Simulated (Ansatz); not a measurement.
`C[SiH](F)N[SiH](Cl)Cl`, charge 0, multiplicity 1.

Question: Give a relaxed structure at PBE0-D4/def2-TZVP (the Gaussian-basis code of Ansatz). (Best estimate.)

Answer: Computed: 
Z-matrix (Å, degrees):
```
C
Si 1 1.848
H 1 1.093 2 111.4
H 1 1.092 2 110.1 3 119.3
H 1 1.093 2 111.0 3 -120.7
F 2 1.602 1 108.3 3 -60.7
N 2 1.724 1 110.2 3 59.8
H 2 1.481 1 114.2 3 -178.1
Si 7 1.701 2 129.2 1 -18.6
H 7 1.012 2 116.0 1 158.7
Cl 9 2.041 7 108.4 2 -158.9
Cl 9 2.050 7 112.5 2 82.1
H 9 1.472 7 111.7 2 -37.5
```
This is one stationary point; other conformers may exist.
